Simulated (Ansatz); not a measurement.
Steps of a relaxation of CH5OSn, SMILES `[CH3][SnH][OH]` radical with UKS PBE-D4/def2-SVP.

```sh
$ ansatz run in.yaml --threads 4 --pin off --events-out ev --progress --plain --max-ram 10444MiB
```

```yaml
crystal:
  periodic: [false, false, false]
  atoms:
    - {symbol: C, position_ang: [-0.751300, 0.827700, -0.098400]}
    - {symbol: Sn, position_ang: [1.095500, -0.090100, 0.148300]}
    - {symbol: O, position_ang: [0.783900, -2.017300, 0.471700]}
    - {symbol: H, position_ang: [-0.570300, 1.965400, -0.302600]}
    - {symbol: H, position_ang: [-1.406600, 0.733100, 0.789900]}
    - {symbol: H, position_ang: [-1.328100, 0.434000, -0.974700]}
    - {symbol: H, position_ang: [2.082900, 0.120700, -1.298300]}
    - {symbol: H, position_ang: [0.186200, -2.030600, 1.208300]}
basis:
  gaussian: {orbitals: def2-SVP}
magnetization: {spin_polarized: true, initial_magnetization: 1}
hamiltonian: {xc: pbe, dispersion: d4}
relax: {f_tol: 0.03, max_steps: 200}
```

Positions (Å) and forces (eV/Å) along the path, 5 of 5 steps:

```xyz
8
step=1 energy=-8989.6198 eV
C    -0.751    0.828   -0.098   -1.552    2.230   -0.864
Sn    1.095   -0.090    0.148    1.823    0.711    0.157
O     0.784   -2.017    0.472    0.773   -0.923   -1.078
H    -0.570    1.965   -0.303   -0.292   -1.556    0.355
H    -1.407    0.733    0.790    0.087    0.064    0.057
H    -1.328    0.434   -0.975    0.270    0.029    0.193
H     2.083    0.121   -1.298   -0.124   -0.237   -0.003
H     0.186   -2.031    1.208   -0.985   -0.319    1.183
8
step=2 energy=-8989.8794 eV
C    -0.793    0.914   -0.097   -0.508    0.643   -0.332
Sn    1.167   -0.004    0.249    0.245   -0.172   -0.339
O     0.888   -2.013    0.450   -0.224    0.056    0.268
H    -0.668    2.014   -0.303    0.041   -0.528    0.117
H    -1.466    0.808    0.776    0.081   -0.041    0.045
H    -1.293    0.453   -0.986    0.259    0.006    0.208
H     2.038   -0.071   -1.301   -0.044    0.098    0.185
H     0.221   -2.159    1.156    0.150   -0.062   -0.154
8
step=3 energy=-8989.8988 eV
C    -0.808    0.931   -0.096   -0.109   -0.004   -0.133
Sn    1.163   -0.023    0.204   -0.043   -0.072    0.239
O     0.853   -2.028    0.451   -0.118    0.074    0.096
H    -0.668    2.008   -0.319    0.043   -0.036   -0.004
H    -1.463    0.827    0.791    0.082   -0.052   -0.018
H    -1.271    0.427   -0.972    0.001    0.051    0.079
H     2.068   -0.013   -1.300   -0.010   -0.039   -0.078
H     0.219   -2.187    1.185    0.155    0.077   -0.181
8
step=4 energy=-8989.9039 eV
C    -0.808    0.926   -0.107   -0.041   -0.022    0.031
Sn    1.165   -0.015    0.223   -0.034   -0.036    0.014
O     0.855   -2.017    0.451   -0.043    0.027    0.047
H    -0.660    2.002   -0.319    0.010    0.031   -0.004
H    -1.441    0.810    0.794   -0.002    0.007   -0.030
H    -1.287    0.433   -0.977    0.030   -0.011    0.029
H     2.054   -0.020   -1.295    0.023   -0.015   -0.023
H     0.214   -2.175    1.174    0.057    0.019   -0.065
8
step=5 energy=-8989.9046 eV
C    -0.811    0.928   -0.103    0.001    0.001    0.005
Sn    1.163   -0.016    0.227   -0.003    0.010   -0.003
O     0.853   -2.016    0.442    0.000   -0.001   -0.003
H    -0.659    2.001   -0.332    0.002    0.001   -0.002
H    -1.445    0.827    0.797   -0.004    0.002    0.000
H    -1.286    0.419   -0.965    0.006   -0.006    0.003
H     2.059   -0.020   -1.289    0.000   -0.005    0.002
H     0.218   -2.180    1.167    0.000   -0.001   -0.002
```

Hardware: 4 threads of an Arm Neoverse V2 on a shared host. Wall time 5.5 s, peak host memory 0.17 GiB.
